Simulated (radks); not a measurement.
Valence configurations of Tm I (all share [Xe]). Method: Dirac Kohn-Sham, BLYP, spin-unpolarised, spherical densities, finite nucleus; open shells fill j = l - 1/2 first; Fermi nuclear charge, rms radius 5.2256 fm; computed with a radial shooting solver on a logarithmic mesh with Libxc functionals. Energies are relative to 4f13 6s2; eigenvalues in eV.

valence,E (eV),e(4f5/2),e(4f7/2),e(5d3/2),e(6p1/2),e(6p3/2)
4f13 6s2,0.000,-3.519,-2.324,-,-,-
4f13 6s1.5 6p0.5,1.328,-4.213,-3.018,-,-1.470,-
4f13 6p2,5.634,-6.053,-4.857,-,-2.200,-
4f11 5d2 6s2,13.383,-16.686,-15.349,-3.013,-,-
4f13 5d1 6s1,3.016,-3.059,-1.865,-0.701,-,-
4f10 5d3 6s2,28.866,-24.180,-22.770,-4.042,-,-
4f11 6s2 6p2,19.385,-23.705,-22.363,-,-3.085,-
4f10 5d2 6s2 6p1,32.193,-27.786,-26.375,-6.544,-2.387,-
4f12.5 6s2 6p0.5,1.525,-7.964,-6.732,-,-1.686,-
4f12 6p3,12.737,-15.486,-14.216,-,-3.178,-2.681

NIST lists [Xe] 4f13 6s2 as the ground configuration; this level of theory agrees among the configurations tried. The energies are those of spherical spin-averaged densities, not of single terms.
